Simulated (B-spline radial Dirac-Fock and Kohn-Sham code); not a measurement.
X-ray form factors of scandium in several charge states

Calculated with a B-spline atomic structure program, using relativistic Hartree-Fock (Dirac-Fock) wave functions, averaged over the configuration.

Configurations: Sc⁶⁺ [Ne] 3s2 3p3; Sc⁸⁺ [Ne] 3s2 3p1; Sc⁹⁺ [Ne] 3s2. The first column is f₀ of Sc⁶⁺, the others are differences from it.

```tsv
s (Å⁻¹)	Sc⁶⁺	Δ Sc⁸⁺	Δ Sc⁹⁺
0	15.000	-2.000	-3.000
0.05	14.875	-1.950	-2.929
0.1	14.512	-1.806	-2.724
0.15	13.949	-1.588	-2.411
0.2	13.238	-1.323	-2.028
0.25	12.439	-1.039	-1.615
0.3	11.610	-0.765	-1.210
0.35	10.800	-0.520	-0.844
0.4	10.045	-0.318	-0.536
0.45	9.365	-0.162	-0.293
0.5	8.768	-0.052	-0.117
0.6	7.805	+0.056	+0.069
0.7	7.079	+0.069	+0.104
0.8	6.491	+0.042	+0.069
0.9	5.968	+0.006	+0.016
1	5.472	-0.022	-0.030
1.1	4.991	-0.041	-0.061
1.2	4.528	-0.050	-0.078
1.4	3.686	-0.051	-0.082
1.6	2.994	-0.041	-0.068
```
